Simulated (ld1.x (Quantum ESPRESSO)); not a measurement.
**tin: one change to a PAW potential, before and after**

tin (Sn), PAW, made with ld1.x (Quantum ESPRESSO) 7.5 (PBEsol, scalar-relativistic). Core [Kr] 4d10, reference 5s2 5p1 (charge +1). Waves: 5s (bound): rcut 1.80, rcutus 2.30 bohr; 5s channel at 0.5 Ry: rcut 1.80, rcutus 2.30 bohr; 5p (bound): rcut 2.35, rcutus 2.65 bohr; 5p channel at -0.1 Ry: rcut 2.35, rcutus 2.65 bohr. Local part: all-electron potential smoothed inside 1.80 bohr (lloc = -2). Core correction: a·sin(br)/r model core inside 1.15 bohr. Augmentation charge: PSQ, inside the norm-conserving radii.

All-electron outer shells of the reference configuration (PBEsol, scalar-relativistic, ld1.x):

```csv
shell,level (eV),outermost node (bohr),outermost maximum (bohr)
5s,-17.88,0.98,1.99
5p,-10.28,1.08,2.43
```

Change: core correction a·sin(br)/r model core inside 2.54 bohr.

Cutoffs: the cutoffs (Ry, on a coarse ladder) from which the occupation-weighted sum of valence levels, in a spherical-Bessel basis at the reference potential, stays within 10 and 1 mRy of its value at 400 Ry; they do not see the model core or the augmentation charge, which bear on the density cutoff. Errors are all-electron minus pseudo energies relative to the spin-unpolarised reference configuration.

Problem. Predict the effect on cutoff, ghosts and configuration errors.

Solution. Both files are so soft that the ladder of cutoffs tells neither apart; both files keep a bound ghost (d); the errors of the 7 common tests hardly move. A wider model core is smoother and lowers the density cutoff, which this test does not measure.

```tsv
quantity	base	changed
cutoff, loose	6 Ry	6 Ry
cutoff, tight	8 Ry	8 Ry
bound ghosts	d	d
error for 5s2 5p2, meV [ΔE -6.90 eV]	-6.8	-6.2
error for 5s2 5p0, meV [ΔE 13.97 eV]	-35	-33
error for 5s1 5p0, meV [ΔE 44.99 eV]	-318	-314
error for 5s1 5p3, meV [ΔE 0.11 eV]	-2.7	-2.7
error for 5s2 5p1.5, meV [ΔE -4.27 eV]	-2.1	-1.9
error for 5s0 5p4, meV [ΔE 7.35 eV]	-27	-27
error for 5s1 5p2, meV [ΔE 7.69 eV]	-16	-15
s: phases at 2.91 bohr within 0.05 rad from the reference energy up to (Ry; the scan ends near 5)	4.4	4.4
p: phases at 2.91 bohr within 0.05 rad from the reference energy up to (Ry; the scan ends near 5)	2.7	2.7
lowest overlap eigenvalue by channel	s 0.39, p 0.56	s 0.39, p 0.56
```

 A true bound ghost makes a file unfit for plane-wave use even where its test errors are small: the radial tests pick states by their node count and pass the ghost by.
